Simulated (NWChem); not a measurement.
GeH4O3; SMILES [OH][GeH]([OH])[OH]

```xyz
8

Ge     0.0000     0.0000     0.4304
O      1.4511    -0.7848    -0.2068
O     -0.0459     1.6490    -0.2068
O     -1.4052    -0.8643    -0.2068
H      0.0000     0.0000     1.9554
H      1.2206    -1.5002    -0.8110
H      0.6889     1.8072    -0.8110
H     -1.9095    -0.3070    -0.8110
```
Atoms are numbered in this order, from 1.

Computed with NWChem. Coordinates come from a PBE0/def2-SVP optimisation. Ions are spin-unrestricted doublets at the neutral geometry; other ion states weren't tried. Functional: LC-ωPBE (HJS hole) with def2-SVP; rows give the range parameter ω in 1/bohr.

For range parameter (1/bohr) 0.15:

```yaml
vertical ionisation energy, ΔSCF (eV): 10.43
"−ε(HOMO) (eV)": 9.01
```

Q: What are these values for range parameter (1/bohr) 0.25?

A: 
* **vertical ionisation energy, ΔSCF (eV)**: 10.88
* **−ε(HOMO) (eV)**: 10.16
